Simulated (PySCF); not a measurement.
# One molecule, several mistakes: ClH4NSi2

These are calculations, not measurements. They come from PySCF 2.14.0, an open-source quantum chemistry program, on an isolated molecule that a program drew, which may never have been made. The molecule is ClH4NSi2 (charge 0, singlet), drawn as the SMILES string `[SiH3]N=[SiH]Cl`.

Each row is a Hartree-Fock (HF) and frozen-core CCSD(T) single point in the cc-pV(D+d)Z basis, meant for a local HF minimum. Run 1 is clean. Each other run has one planted mistake out of seven kinds, and not every kind appears here: one electron removed, one electron added, multiplicity raised by two, geometry at a saddle point, minimal basis STO-3G, one bond length entered in bohr, all coordinates scaled. The reference is restricted for singlets and unrestricted otherwise, and also for a bond in bohr. Adding or removing an electron swaps singlet and doublet. Electrons count all cores. HOMO and LUMO are orbital energies over both spins, the gradient is its largest component, and the lowest frequency (negative if imaginary) is given only where the gradient is small. Bond lengths are over the 7 bonds as drawn. T1 is the CCSD diagnostic: over 0.02 (restricted) or 0.045 (unrestricted) a single reference is doubtful.

Geometry of the clean run:
```xyz
8
ClH4NSi2, angstrom
Si    0.2495    0.3966   -0.9217
N    -1.2394    0.9461   -0.3084
Si   -2.7085    1.4151   -0.2854
Cl   -3.9675    1.6147   -1.8737
H     0.6041   -0.9080   -0.3130
H     1.3251    1.3645   -0.5987
H     0.2364    0.2154   -2.3956
H    -3.4576    1.8025    0.9053
```

| run | electrons | basis functions | <S^2> | HOMO (eV) | LUMO (eV) | gradient (hartree/bohr) | lowest frequency (cm^-1) | mean bond (Å) | longest bond (Å) | T1 | HF (hartree) | CCSD(T) (hartree) | mistake |
|---|---|---|---|---|---|---|---|---|---|---|---|---|---|
| 1 | 56 | 103 | 0.000 | -10.68 | 1.71 | 2.5e-06 | 43 | 1.5985 | 2.037 | 0.0153 | -1094.20697 | -1094.76296 | no fault |
| 2 | 56 | 103 | 0.797 | -8.17 | 1.32 | 9.2e-03 | - | 1.7870 | 2.802 | 0.0469 | -1094.09374 | -1094.64205 | one bond length entered in bohr |
| 3 | 55 | 103 | 0.765 | -16.87 | -6.40 | 1.2e-01 | - | 1.5985 | 2.037 | 0.0285 | -1093.90000 | -1094.41616 | one electron removed |
| 4 | 56 | 36 | 0.000 | -7.58 | 6.63 | 3.9e-02 | - | 1.5985 | 2.037 | 0.0160 | -1081.84956 | -1082.04962 | ? |

**Which mistake was planted in run 4, and what did it cost?**

It has 36 basis functions where the clean run has 103, with the same electrons and geometry. So the mistake is: minimal basis STO-3G. Subtracting run 1 and multiplying by 627.51 kcal/mol a hartree, the energy moved by 7754.4 kcal/mol in HF and 7977.7 kcal/mol in CCSD(T).

Cautions from the logs. Run 2: T1 is over the limit, so its CCSD(T) energy is less reliable.
